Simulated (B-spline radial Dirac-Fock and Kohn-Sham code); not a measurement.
**Magnetic form factor of the 5d shell of Pt⁴⁺**

System: platinum as Pt⁴⁺, [Xe] 4f14 5d5 6s1 (an excited configuration).

Level of theory: configuration-average Dirac-Fock orbitals; an atomic code on a B-spline grid. ⟨j_K⟩ is the integral of the 5d radial density with the spherical Bessel function j_K(4πsr), s = sin θ/λ.

```csv
s (Å⁻¹),⟨j0⟩,⟨j2⟩,⟨j4⟩
0,1.0000,0.0000,0.0000
0.05,0.9596,0.0160,0.0001
0.1,0.8474,0.0590,0.0015
0.15,0.6872,0.1159,0.0066
0.2,0.5087,0.1710,0.0174
0.25,0.3392,0.2119,0.0344
0.3,0.1970,0.2319,0.0554
0.35,0.0906,0.2306,0.0774
0.4,0.0198,0.2121,0.0971
0.45,-0.0204,0.1823,0.1118
0.5,-0.0376,0.1473,0.1203
0.6,-0.0317,0.0794,0.1188
0.7,-0.0071,0.0300,0.0995
0.8,0.0143,0.0027,0.0730
0.9,0.0258,-0.0077,0.0471
1,0.0285,-0.0077,0.0262
1.1,0.0253,-0.0029,0.0116
1.2,0.0195,0.0029,0.0028
1.4,0.0075,0.0114,-0.0027
1.6,0.0003,0.0134,-0.0001
```

Radial moments of the shell: ⟨r²⟩ = 2.236, ⟨r⁴⟩ = 7.919, ⟨r⁶⟩ = 41.87 in powers of bohr.

Values without a named source are computed, but for edge energies of neutral atoms, which are taken from tables.
